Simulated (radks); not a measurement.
The numbers below are computed, except where a source is named.
Q: Radial electron density D(r) = 4 pi r^2 rho(r) of an atom or ion with 18 electrons. Code: a radial shooting solver on a logarithmic mesh with Libxc functionals. Model: scalar-relativistic Kohn-Sham, B86b exchange with PBE correlation, spin-polarised, spherical densities, finite nucleus; Fermi nuclear charge, rms radius of each element as measured or else 0.836 A^(1/3) + 0.57 fm.

r (bohr)  D(r) (e/bohr)    spin D(r)
0.004328         0.8154  -0.00000746
0.004998          1.059  -0.00000677
0.005819          1.390  -0.00000337
0.00672           1.790   0.00000486
0.007761          2.293    0.0000223
0.009035          2.961    0.0000591
0.01043           3.746     0.000125
0.01205           4.702     0.000245
0.01403           5.919     0.000472
0.0162            7.284     0.000852
0.01886           8.950      0.00155
0.02178           10.72      0.00268
0.02516           12.65      0.00456
0.02929           14.75      0.00788
0.03382           16.70       0.0130
0.03906           18.47       0.0212
0.04547           19.93       0.0350
0.05251           20.76       0.0552
0.06065           20.92       0.0856
0.0706            20.30        0.133
0.08154           19.06        0.197
0.09417           17.42        0.284
0.1096            15.71        0.405
0.1266            14.55        0.549
0.1462            14.25        0.717
0.1702            15.04        0.908
0.1966            16.66         1.08
0.227             18.56         1.22
0.2643            20.04         1.29
0.3052            20.18         1.27
0.3553            18.56         1.15
0.4104            15.52        0.950
0.4739            11.75        0.715
0.5517            8.041        0.474
0.6372            5.662        0.290
0.7359            4.725        0.164
0.8567            5.005       0.0861
0.9894            5.748       0.0464
1.143             6.223       0.0237
1.33              5.982      0.00743
1.536             5.061     -0.00357
1.774             3.773     -0.00977
2.065             2.416      -0.0107
2.385             1.392     -0.00700
2.755            0.7079    -0.000524
3.207            0.3053      0.00809
3.704            0.1288       0.0173
4.277           0.06201       0.0269
4.979           0.04572       0.0373
5.751           0.05351       0.0517
6.695           0.06404       0.0638
7.732           0.06823       0.0682
8.929           0.06129       0.0613
10.39           0.04488       0.0449
12.01           0.02816       0.0282
13.86           0.01490       0.0149
16.14          0.006177      0.00618
18.64          0.002120      0.00212
21.53         0.0005587     0.000559

What is the nuclear charge?

A: Z = 18. The innermost maximum, from 1s, lies near gamma/Z bohr with gamma = sqrt(1 - (Z/c)^2) = 0.991, here 0.0551 bohr (found: 0.0583), and its height grows with Z. The density is that of neutral argon in [He] 2s2 2p5.5 3s2 3p6 4p0.5; the configuration itself is not fixed sharply by these data, and Z only to about a unit. D(r) has 4 maxima, at r = 0.0583, 0.289, 1.18, 7.67 bohr, and minima at 0.142, 0.760, 4.98 bohr, inside which lie 2.17, 9.82, 17.55 electrons.
